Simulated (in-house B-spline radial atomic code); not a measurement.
Configurations of Sn III (Sn2+), with energies counted from [Kr] 4d10 5s2. Method: scalar-relativistic (X2C) revTPSS, spin-polarised, spherical fractional occupations, Fermi nucleus of rms radius 4.6519 fm. Calculated with an all-electron radial atomic-structure program (B-spline basis). Shells without spins written out take the highest spin.

Occupations are held fixed; configurations that lie above the ionisation limit could autoionise.

```json
{"configuration": "[Kr] 4d10 4f1 5s1", "E - E(ref) (eV)": "22.053", "highest orbital": "4f up", "its <r> (bohr)": "5.261"}
{"configuration": "[Kr] 4d9 5s2 5p1", "E - E(ref) (eV)": "27.265", "highest orbital": "5p up", "its <r> (bohr)": "2.524"}
{"configuration": "[Ar] 3d10 4s2 4p5 4d10 5s2 6p1", "E - E(ref) (eV)": "105.66", "highest orbital": "6p up", "its <r> (bohr)": "5.402"}
{"configuration": "[Ar] 3d10 4s2 4p5 4d10 4f1 5s2", "E - E(ref) (eV)": "108.41", "highest orbital": "4f up", "its <r> (bohr)": "4.938"}
{"configuration": "[Ar] 3d10 4s2 4p(3 up, 2 down) 4d10 5s2 6d(1 up, 0 down)", "E - E(ref) (eV)": "109.11", "highest orbital": "6d up", "its <r> (bohr)": "7.265"}
{"configuration": "[Ar] 3d(4 up, 5 down) 4s2 4p6 4d10 5s2 5p(0 up, 1 down)", "E - E(ref) (eV)": "487.88", "highest orbital": "5p down", "its <r> (bohr)": "2.503"}
```

Order these further configurations by energy, lowest first.
A. [Kr] 4d9 4f1 5s2
B. [Kr] 4d(4 up, 5 down) 5s2 5d(0 up, 1 down)
C. [Ar] 3d10 4s2 4p5 4d10 5s2 5d1
D. [Kr] 4d(5 up, 4 down) 5s2 5f(1 up, 0 down)
E. [Kr] 4d10 5s1 6f1

E (26.28 eV), B (38.073 eV), A (43.023 eV), D (45.59 eV), C (103.44 eV).

How far above the reference does [Kr] 4d9 5s2 6f1 lie?

47.311 eV; its least bound orbital is 6f up with <r> = 13.08 bohr.

How far above the reference does [Kr] 4d10 5s1 6d1 lie?

22.72 eV; its least bound orbital is 6d up with <r> = 7.444 bohr.
